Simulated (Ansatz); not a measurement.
Reaction (cleavage of the Si–Si bond): `N[SiH](F)[SiH2]O` + `SS` → `O[SiH2]SS` + `N[SiH2]F`

Computed with Ansatz on PBE0-D4/def2-TZVP structures; ΔE is electronic, products minus reactants. CBS: MP2 limit from def2 TZ/QZ plus the TZ coupled-cluster correction, frozen cores. This one scheme is used for every species. Each species was taken in one conformer, which may not be the lowest.

`N[SiH](F)[SiH2]O`:

```xyz
11

N    -0.320    1.643   -0.591
Si    0.729    0.708    0.383
F     0.918    1.270    1.880
Si   -0.202   -1.443    0.471
O    -0.380   -2.005   -1.077
H    -1.307    1.693   -0.393
H     0.002    2.486   -1.039
H     2.063    0.798   -0.262
H     0.651   -2.426    1.183
H    -1.516   -1.371    1.179
H    -0.637   -1.354   -1.732
```

`SS`:

```xyz
4

S    -0.387    1.056    0.010
S     0.220   -0.710    0.845
H     0.607    1.209   -0.886
H    -0.440   -1.556    0.031
```

`O[SiH2]SS`:

Cartesian coordinates in Å:
```
O -1.077 0.045 1.417
Si -0.943 -0.070 -0.210
S 0.675 -1.340 -0.827
S 2.142 -0.239 0.129
H -0.321 0.417 1.879
H -0.705 1.261 -0.821
H -2.187 -0.702 -0.703
H 2.417 0.628 -0.864
```

`N[SiH2]F`:

```xyz
7

N     0.819   -0.637   -0.146
Si   -0.549    0.356   -0.014
F    -0.605    1.242    1.322
H     1.718   -0.272   -0.415
H     0.903   -1.500    0.365
H    -1.749   -0.509    0.025
H    -0.536    1.319   -1.137
```

```json
{"species": "`N[SiH](F)[SiH2]O`", "CCSD/CBS(def2) energy (Eh)": "-811.54463"}
{"species": "`SS`", "CCSD/CBS(def2) energy (Eh)": "-796.72788"}
{"species": "`O[SiH2]SS`", "CCSD/CBS(def2) energy (Eh)": "-1162.24855"}
{"species": "`N[SiH2]F`", "CCSD/CBS(def2) energy (Eh)": "-446.05813"}
```

Q: Work out ΔE.

A: ΔE = (-1162.24855) + (-446.05813) − (-811.54463) − (-796.72788) = -0.03417 Eh = -89.7 kJ/mol. CCSD(T)/CBS gives -91.0 kJ/mol.

Largest T1 diagnostic among the species: 0.012.

From PBE to PBE0 (25 % exact exchange), in def2-TZVPP and without D4, ΔE moves by −5.1 kJ/mol. Leaving LDA and LC-ωPBE aside and taking each functional with its dispersion term where it has one, the values, not all of them listed here, spread over 15.1 kJ/mol, from ωB97M-V to PBE-D4. LDA lies −4.8 kJ/mol from PBE without D4.
